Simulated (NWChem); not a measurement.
System: diselenium (Se$_{2}$, triplet); SMILES [Se]=[Se]

Results from NWChem. Pople sets run with spherical d functions. Spin-unrestricted. This build's default masses of Se (78.918 u) and Br (79.917 u) are each other's, which moves their modes by up to 0.6 %. No stability test was run on the SCF state. B3LYP is NWChem's, with the RPA form of VWN correlation. Each level has its own optimisation; frequencies are unscaled.

```json
[
 {"level": "B3LYP/6-31G*", "r Se–Se (Å)": "2.201", "highest harmonic frequency (cm⁻¹)": "386", "zero-point energy (kcal/mol)": "0.6"},
 {"level": "UHF/3-21G", "r Se–Se (Å)": "2.267", "highest harmonic frequency (cm⁻¹)": "371", "zero-point energy (kcal/mol)": "0.5"},
 {"level": "PBE0/def2-SVP", "r Se–Se (Å)": "2.168", "highest harmonic frequency (cm⁻¹)": "407", "zero-point energy (kcal/mol)": "0.6"}
]
```
